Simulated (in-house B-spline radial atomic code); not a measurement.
# Ionising the calcium ion Ca⁷⁺ with different functionals

Computed with an all-electron radial atomic-structure program (B-spline basis): scalar-relativistic (spin-free X2C) Hamiltonian, Fermi nucleus of rms radius 3.4776 fm, spin-polarised at highest spin, spherical fractional occupations for the functionals, the average over the highest-spin determinants for Hartree-Fock. The ionisation energy is the difference of two self-consistent energies, [Ne] 3s2 3p1 → [Ne] 3s2, without Breit or QED terms; ε is the level of the shell that loses the electron (its least bound occupied spin orbital).

Hybrids are left out here: with spherical fractional occupations of an open shell their exact exchange keeps a self-interaction that integer-occupation calculations don't have.

```tsv
method	rung	ΔSCF (eV)	-ε(3p) (eV)
Hartree-Fock	Hartree-Fock	146.41	146.68
LDA VWN5	LDA	147.60	137.49
LDA PW92	LDA	147.59	137.48
LDA exchange-only	LDA	145.95	135.94
PBE	GGA	147.39	137.41
PBEsol	GGA	147.32	137.34
BLYP	GGA	147.47	137.41
RPBE	GGA	147.29	137.37
PW91	GGA	147.57	137.56
BP86	GGA	147.53	137.52
AM05	GGA	147.31	137.32
OLYP	GGA	147.48	137.70
TPSS	meta-GGA	147.32	137.48
SCAN	meta-GGA	147.09	137.47
r2SCAN	meta-GGA	147.03	137.41
revTPSS	meta-GGA	147.17	137.36
```

How do they compare with the NIST value?

NIST lists 147.2 eV ± 0.12 (measured, ground level to ground level). Errors run from -1.29 to +0.36 eV; RPBE is closest (+0.05 eV), though others lie within the uncertainty of it, and part of that can be cancellation, since the calculations leave out spin-orbit coupling, Breit-QED terms, multiplet and fine-structure energies. Hartree-Fock also lacks correlation.
